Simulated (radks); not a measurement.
Q: All-electron calculation, non-relativistic Kohn-Sham, LDA (Slater exchange, VWN5 correlation), spin-unpolarised, spherical densities, point nucleus. Program: a radial shooting solver on a logarithmic mesh with Libxc functionals. Response by self-consistent Sternheimer equations with the Hartree and adiabatic LDA kernel. For heavy and open-shell atoms this level of theory can miss by tens of per cent. Rank Fe6+, Fe4+, Fe2+, Fe+, Fe3+, Fe, Fe5+ (NIST ground configurations) by static dipole polarisability, largest first.

A: Fe 56.10, Fe+ 25.06, Fe2+ 4.072, Fe3+ 2.007, Fe4+ 1.227, Fe5+ 0.8673, Fe6+ 0.6779 bohr^3.
